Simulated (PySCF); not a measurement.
Where the electron goes

C₄H₆B₂O₂.
Cartesian coordinates in Å at the PBE0-D3(BJ)/def2-SVP level; atoms count from 1:
```
atom  x, y, z in Å
B1     2.988   -0.789    0.314
O2     2.003    0.092    0.465
B3     0.985    0.959    0.604
C4    -0.444    0.500    0.272
C5    -0.979   -0.695   -0.163
C6    -2.380   -0.508   -0.285
C7    -2.606    0.792    0.085
O8    -1.466    1.397    0.416
H9     3.289   -1.494    1.252
H10    3.550   -0.858   -0.757
H11    1.222    2.080    0.989
H12   -0.415   -1.603   -0.369
H13   -3.127   -1.232   -0.602
H14   -3.512    1.391    0.154
```

The calculation used PySCF 2.14.0, density-fitted response routines, TDDFT CAM-B3LYP/def2-SVPD, vertical, gas phase, core orbitals frozen in the response.

Frontier orbitals with the atoms that hold most of them (Löwdin shares over 4%, at most four atoms; ? is withheld):

```
orbital  ε (eV)                            atoms
 LUMO+2    1.08     B3 33%, B1 32%, C5 6%, C6 5%
 LUMO+1    0.30  B1 43%, O2 26%, H9 12%, H10 12%
   LUMO   -0.33   B3 25%, C4 14%, C5 14%, O2 12%
   HOMO   -8.24                                ?
 HOMO-1   -9.72                                ?
 HOMO-2  -10.24  B1 30%, O2 23%, H10 16%, H9 16%
 HOMO-3  -10.54  B3 26%, O2 25%, H11 20%, C4 14%
```

Give the leading atoms of the HOMO.

C4 (bonded to B, C and O) 27%; C7 (bonded to C, O and H) 24%; C6 (bonded to 2 C and H) 14%; C5 (bonded to 2 C and H) 12%.

Give the leading atoms of the HOMO-1.

C6 (bonded to 2 C and H) 28%; C5 (bonded to 2 C and H) 26%; O8 (bonded to 2 C) 23%; C7 (bonded to C, O and H) 8%. By element: carbon 61% or more, oxygen 23% or more.

The HOMO–LUMO gap is 7.91 eV. Where does the response calculation put the lowest singlet, and from which orbitals?

S1 is at 5.14 eV (f = 0.420), 2.76 eV below the gap, made of HOMO→LUMO (97%). Without the coupling terms of the response equations the lowest excitation would equal the gap.

One configuration dominates each of S1 and S4. Which, and how do the shares of the two leading atoms of either orbital change from the occupied to the empty one?

- S1 (5.14 eV, f 0.420), HOMO→LUMO (97%): C4 27% → 14%, C7 24% → at most 13%, B3 at most 13% → 25%
- S4 (6.31 eV, f 0.013), HOMO-1→LUMO (83%): C6 28% → at most 13%, C5 26% → 14%, B3 at most 8% → 25%, C4 at most 8% → 14%

One conformer stands for the species.
